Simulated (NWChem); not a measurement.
System: C2H2BrI; SMILES Br/C=C\I

The following NWChem deck was run.

```
start job
memory heap 200 mb stack 900 mb global 1100 mb
geometry units angstroms noautosym nocenter noautoz
  Br     0.297368    -2.122164     0.000000
  C     -1.292944    -1.147414     0.000000
  C     -1.402945     0.180168     0.000000
  I      0.161176     1.546739     0.000000
  H     -2.188996    -1.773819     0.000000
  H     -2.393558     0.641512     0.000000
end
basis spherical
  Br library def2-svp
  C library def2-svp
  I library def2-svp
  H library def2-svp
end
ecp
  I library def2-ecp
end
dft
  xc b3lyp
  iterations 150
end
property
  response 1 0.0773
end
task dft property
```

The geometry was optimised at PBE0/def2-SVP. def2 effective core potentials on I; no spin-orbit coupling.

Field at 589 nm.

What results follow from this input? (B3LYP/def2-SVP with def2 effective core potentials on I.) Quantities: isotropic polarisability (bohr³); anisotropy (bohr³).


```yaml
isotropic polarisability (bohr³): 62.4
anisotropy (bohr³): 50.2
```
